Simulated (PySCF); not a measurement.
# CsBe: energy against distance

Set-up: basis Cs def2-SVP with ECP46, Be def2-SVP; scalar-relativistic core potentials; PySCF 2.14. Energies in eV from Cs + Be in their ground configurations at the same level. State: ²Σ⁺ (doublet), unpaired electrons σ ↑.

All columns are PBE0. A positive dipole means Cs(−)Be(+).

| R (Å) | E (eV) | μ (D) | Mulliken charge on Cs (basis-dependent) | HOMO (eV) | LUMO (eV) | Mayer bond order | ⟨S²⟩ |
| --- | --- | --- | --- | --- | --- | --- | --- |
| 3.270 | -0.139 | -3.68 | 0.31 | -2.67 | -1.07 | 0.61 | 0.77 |
| 3.422 | -0.218 | -3.88 | 0.31 | -2.68 | -1.07 | 0.59 | 0.77 |
| 3.574 | -0.260 | -4.01 | 0.29 | -2.70 | -1.11 | 0.57 | 0.77 |
| 3.688 | -0.274 | -4.06 | 0.28 | -2.71 | -1.14 | 0.56 | 0.77 |
| 3.802 | -0.277 | -4.08 | 0.27 | -2.72 | -1.17 | 0.54 | 0.77 |
| 3.916 | -0.273 | -4.07 | 0.25 | -2.73 | -1.19 | 0.52 | 0.77 |
| 4.068 | -0.260 | -4.02 | 0.23 | -2.74 | -1.23 | 0.49 | 0.77 |
| 4.258 | -0.235 | -3.91 | 0.21 | -2.75 | -1.26 | 0.45 | 0.77 |
| 4.486 | -0.201 | -3.71 | 0.17 | -2.76 | -1.30 | 0.40 | 0.76 |
| 4.790 | -0.157 | -3.38 | 0.13 | -2.76 | -1.34 | 0.34 | 0.76 |

A fit through these points gives, at Re = 3.792 Å, μ = -4.08 D and dμ/dR = -0.0770 D/Å; the reduced mass is 8.44 u.

Question: How strong is the fundamental in the double-harmonic approximation, I = 42.26·(dμ/dR)²/μred km/mol?

Answer: I = 42.26·(-0.0770)²/8.44 = 0.0297 km/mol at PBE0.

The bond is weak. Basis-set superposition, not corrected here, can be much of De in a small basis, most of all at correlated wavefunction levels. Functionals without a dispersion term scatter widely for such bonds, and LDA overbinds them. Spin–orbit coupling is left out. The state was picked by a PBE0 search and need not be the measured ground state.
